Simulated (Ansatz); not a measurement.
Program: Ansatz. Geometries: PBE0-D4/def2-TZVP. ΔE: electronic, gas phase. CCSD(T)/CBS adds triple-zeta CCSD(T) − MP2 to the extrapolated MP2 energy (def2 sets, frozen cores). This one scheme is used for every species. Functionals use def2-TZVPP. B3LYP here is the variant with VWN-RPA as its local correlation; programs differ in this. HSE06 is defined as in plane-wave codes. Elements past krypton have def2 core potentials. For Sb outer-core shells are correlated without core-valence functions, which leaves a few kJ/mol of doubt a bond. One conformer a species, not always the lowest.

Consider the formal exchange of groups at the Sb–N bond: `OC(O)[NH][SbH2]` + `F[SiH3]` → `F[SiH2][SbH2]` + `NC(O)O`.

`OC(O)[NH][SbH2]`:

Cartesian coordinates in Å:
```
O 1.311 0.149 0.955
C 0.899 -0.261 -0.349
O 0.896 -1.647 -0.296
N -0.389 0.163 -0.738
Sb -1.912 -0.299 0.555
H 1.421 1.104 0.954
H 1.632 0.114 -1.082
H 1.587 -1.908 0.320
H -0.396 1.096 -1.121
H -1.969 1.222 1.368
H -3.079 0.267 -0.565
```

`F[SiH3]`:

Z-matrix (Å, degrees):
```
Si
F 1 1.600
H 1 1.482 2 108.3
H 1 1.482 2 108.3 3 -120.0
H 1 1.482 2 108.3 3 120.0
```

`F[SiH2][SbH2]`:

```xyz
7

F     1.369   -0.726    1.594
Si    0.530    0.305    0.692
Sb   -0.157   -0.877   -1.485
H    -0.621    0.770    1.505
H     1.416    1.456    0.378
H    -1.569   -1.488   -0.745
H    -0.968    0.560   -1.938
```

`NC(O)O`:

Z-matrix (Å, degrees):
```
C
O 1 1.398
O 1 1.390 2 112.8
N 1 1.431 2 105.1 3 -119.8
H 1 1.101 2 110.0 3 116.0
H 2 0.961 1 107.2 3 -57.5
H 3 0.966 1 105.7 2 -72.1
H 4 1.011 1 110.6 2 -44.7
H 4 1.011 1 110.7 2 -166.0
```

```csv
level,ΔE (kcal/mol),difference from CCSD(T)/CBS
LDA (SPW92),-16.6,-3.4
revPBE-D4,-13.8,-0.6
BLYP-D4,-11.5,1.7
B97M-V,-11.8,1.4
PBE0-D4,-16.1,-2.9
B3LYP-D4,-12.6,0.6
r2SCANh-D4,-14.9,-1.7
r2SCAN0-D4,-15.5,-2.3
HSE06-D4,-16.2,-3.0
BHLYP-D4,-13.1,0.1
CAM-B3LYP-D4,-12.4,0.8
ωB97X-V,-12.8,0.4
ωB97M-V,-13.1,0.1
B2PLYP,-12.9,0.3
PBE-QIDH,-15.0,-1.8
PBE,-16.3,-3.1
revPBE,-16.5,-3.3
BLYP,-13.5,-0.3
r2SCAN,-14.7,-1.5
PBE0,-16.9,-3.7
B3LYP,-14.0,-0.8
r2SCANh,-15.1,-1.9
r2SCAN0,-15.8,-2.6
HSE06,-16.9,-3.7
BHLYP,-13.9,-0.7
CAM-B3LYP,-13.2,0.0
RPA@PBE/def2-TZVPP,-10.3,2.9
HF/def2-SVP,-15.0,-1.8
MP2/def2-SVP,-12.3,0.9
CCSD/def2-SVP,-13.4,-0.2
CCSD(T)/def2-SVP,-12.9,0.3
MP2/def2-TZVPP,-11.8,1.4
SCS-MP2/def2-TZVPP,-10.7,2.5
CCSD/def2-TZVPP,-12.7,0.5
CCSD(T)/def2-TZVPP,-12.3,0.9
HF/def2-QZVPP,-12.8,0.4
MP2/def2-QZVPP,-12.2,1.0
SCS-MP2/def2-QZVPP,-11.1,2.1
HF/CBS(def2),-12.8,0.4
MP2/CBS(def2),-12.7,0.5
CCSD(T)/CBS,-13.2,0
```

Largest T1 diagnostic among the species: 0.013.

Leaving LDA and LC-ωPBE aside and taking each functional with its dispersion term where it has one, the values spread over 4.7 kcal/mol, from HSE06-D4 to BLYP-D4. In def2-TZVPP, CCSD(T) changes the Hartree–Fock value by +0.8 kcal/mol (the triples alone add +0.4 kcal/mol) and MP2 by +1.3 kcal/mol. The D4 term adds +1.4 kcal/mol with B3LYP and +0.8 kcal/mol with PBE0; it sums over pairs of atoms, weighted by their polarisabilities, and B3LYP, whose exchange is more repulsive, gets the larger term.

CCSD(T)/CBS has its own doubt, a few kJ/mol and more with outer-core shells, so smaller differences from it don't rank the levels.
